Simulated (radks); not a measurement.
Results of a calculation; reference values are marked as such.
Spin polarisation of the 4d4 shell in neutral niobium. Start: [Kr] 4d(up 2, down 2) 5s(up 0.5, down 0.5); electrons of 4d are moved from spin down to spin up, other shells keep equal spins. Code: a radial shooting solver on a logarithmic mesh with Libxc functionals. Model: scalar-relativistic Kohn-Sham, BLYP, spin-polarised, spherical densities, finite nucleus; Fermi nuclear charge, rms radius of each element as measured or else 0.836 A^(1/3) + 0.57 fm.

moment (Bohr magnetons)  E - E(0) (eV)  e(4d up) (eV)  e(4d down) (eV)  5s down minus up (eV)
0                                0.000         -2.918           -2.918                 0.000
1                               -0.125         -3.143           -2.646                  0.239
2                               -0.494         -3.311           -2.335                  0.468
3                               -1.095         -3.411           -1.991                  0.682
4                               -1.907         -3.431           -1.613                  0.879

At moment 4 the spin-polarisation energy is -1.907 eV and the 4d exchange splitting 1.818 eV, that is 0.454 eV per Bohr magneton; E = -I m^2/4 would give I = 0.477 eV.
